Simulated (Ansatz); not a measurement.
Reaction (homolysis of the B–N bond): `BN(C)[SiH2]Cl` → `[BH2]`• + `C[N][SiH2]Cl`•

Computed with Ansatz on PBE0-D4/def2-TZVP structures; ΔE is electronic, products minus reactants. CCSD(T)/CBS adds triple-zeta CCSD(T) − MP2 to the extrapolated MP2 energy (def2 sets, frozen cores). This one scheme is used for every species. DFT in def2-TZVPP. B3LYP here is the variant with VWN-RPA as its local correlation; programs differ in this. HSE06 is defined as in plane-wave codes. No spin–orbit coupling; open shells (•) take unrestricted orbitals. Each species was taken in one conformer, which may not be the lowest.

`BN(C)[SiH2]Cl`:

Z-matrix (Å, degrees):
```
C
N 1 1.461
H 1 1.093 2 110.9
H 1 1.090 2 109.5 3 -119.9
H 1 1.094 2 111.0 3 120.1
Si 2 1.736 1 117.0 3 -63.6
B 2 1.399 1 122.0 3 116.2
Cl 6 2.058 2 109.9 1 63.6
H 6 1.473 2 109.7 1 -176.8
H 6 1.481 2 109.5 1 -52.3
H 7 1.198 2 119.3 1 1.4
H 7 1.197 2 119.1 1 -178.9
```

`[BH2]`•:

Cartesian coordinates in Å:
```
B 0.051 0.316 0.111
H 0.846 -0.077 -0.684
H -0.897 -0.239 0.573
```

`C[N][SiH2]Cl`•:

```xyz
9

C     0.994    0.366   -0.972
N     0.671   -0.425    0.163
Si   -0.899   -0.348    0.886
Cl   -1.096   -1.878    2.228
H     0.160    0.578   -1.656
H     1.358    1.343   -0.612
H     1.823   -0.077   -1.534
H    -1.035    0.934    1.623
H    -1.977   -0.493   -0.127
```

(1) What is ΔE at CCSD(T)/CBS? (An estimate is asked.)

(2) What do these levels give: revPBE-D4, B3LYP-D4, HSE06-D4, PBE0, r2SCANh, r2SCAN0, BHLYP, CAM-B3LYP, LC-ωPBE, MP2/def2-TZVPP, SCS-MP2/def2-QZVPP, HF/CBS(def2)? (Estimate.)

Largest T1 diagnostic among the species: 0.014.

Answers

(1) Computed: +618.1 kJ/mol.

(2) The calculation gave: revPBE-D4 585.3, B3LYP-D4 592.8, HSE06-D4 599.3, PBE0 591.3, r2SCANh 577.6, r2SCAN0 577.5, BHLYP 574.3, CAM-B3LYP 593.6, LC-ωPBE 594.1, MP2/def2-TZVPP 637.7, SCS-MP2/def2-QZVPP 630.3, HF/CBS(def2) 465.7 kJ/mol.

Leaving LDA and LC-ωPBE aside and taking each functional with its dispersion term where it has one, the values, not all of them listed here, spread over 37.4 kJ/mol, from r2SCAN-D4 to ωB97M-V. LDA lies +86.9 kJ/mol from PBE without D4, its usual overbinding. In def2-TZVPP, CCSD(T) changes the Hartree–Fock value by +142.0 kJ/mol (the triples alone add +13.0 kJ/mol) and MP2 by +171.7 kJ/mol; breaking electron pairs costs correlation energy, which Hartree–Fock lacks.
